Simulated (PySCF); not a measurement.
C3H7O2, SMILES [CH2]C(O)CO, multiplicity 2.

Geometry optimised at B3LYP-D3(BJ)/def2-SVP. The isomer is the one that the SMILES or the coordinates give; other isomers of the formula were not compared. The values are those of a single conformer.

Level of theory: TDA-PBE/def2-SVPD (PySCF).

Vertical excitations. The molecule is in vacuum.

Computed UV-visible absorptions:
```
state    energy (eV)  λ (nm)      f                                                                      main pairs
-------  -----------  ------  -----  ------------------------------------------------------------------------------
root 1          3.39     366  0.001                                                               β HOMO→LUMO 100 %
root 2          4.26     291  0.005                                             α HOMO→LUMO 6 %, β HOMO−1→LUMO 93 %
root 3          4.51     275  0.028                                             α HOMO→LUMO 93 %, β HOMO−1→LUMO 6 %
root 4          5.31     234  0.002                                                             β HOMO−2→LUMO 100 %
root 5          5.46     227  0.008                                                              α HOMO→LUMO+1 98 %
root 6          5.62     221  0.016                                          α HOMO→LUMO+2 74 %, β HOMO−3→LUMO 21 %
root 7          5.65     220  0.002  α HOMO−1→LUMO 50 %, α HOMO→LUMO+2 15 %, β HOMO→LUMO+1 19 %, β HOMO−3→LUMO 16 %
root 8          5.66     219  0.005  α HOMO−1→LUMO 16 %, α HOMO→LUMO+2 10 %, β HOMO−3→LUMO 60 %, β HOMO→LUMO+1 12 %
root 9          5.78     214  0.013                                          α HOMO−1→LUMO 32 %, β HOMO→LUMO+1 66 %
root 10         6.08     204  0.002                                                              α HOMO→LUMO+3 99 %
```
Unrestricted roots are not spin-pure.
